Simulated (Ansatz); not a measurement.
Stepwise reaction of `[OH][Al]([OH])[SeH]` with hydrogen fluoride, as a gas-phase model of exchange steps in deposition or etching. ΔE in kJ/mol; ΔG adds harmonic PBE0-D4 terms to CCSD(T)/CBS, at 1 bar.

Program: Ansatz. Geometries: PBE0-D4/def2-TZVP. ΔE: electronic, gas phase. CBS: MP2 limit from def2 TZ/QZ plus the TZ coupled-cluster correction, frozen cores. This one scheme is used for every species. Functionals use def2-TZVPP. B3LYP here is the variant with VWN-RPA as its local correlation; programs differ in this. For Se outer-core shells are correlated without core-valence functions, which leaves a few kJ/mol of doubt a bond. Scalar relativity is left out up to krypton. Each species was taken in one conformer, which may not be the lowest.

```tsv
step	reaction	PBE-D4	B3LYP-D4	ωB97M-V	CCSD(T)/CBS	ΔG(500 K)
1	`[OH][Al]([OH])[SeH]` + H–F → `[OH][Al]([F])[SeH]` + H₂O	-49.1	-50.8	-50.5	-50.6	-49.9
```

Q: Give the row of step 2, `[OH][Al]([F])[SeH]` + H–F → `[F][Al]([F])[SeH]` + H₂O. (Estimate.)

A: The calculation gave: 
```
step                                                reaction  PBE-D4  B3LYP-D4  ωB97M-V  CCSD(T)/CBS  ΔG(500 K)
   2  `[OH][Al]([F])[SeH]` + H–F → `[F][Al]([F])[SeH]` + H₂O   -45.5     -47.0    -46.5        -46.9      -47.3
```

Q: By hand: ΔE of the 2 steps together at CCSD(T)/CBS.

A: (-50.6) + (-46.9) = -97.5 kJ/mol, or -48.8 kJ/mol a step.

In ΔE the steps differ by no more than 3.7 kJ/mol. All are downhill at CCSD(T)/CBS. ΔG lies between -49.9 and -47.3 kJ/mol a step. PBE-D4 differs from CCSD(T)/CBS by 1.4 to 1.5 kJ/mol a step. Isolated molecules leave out the surface, adducts and barriers. Largest T1 diagnostic: 0.011.
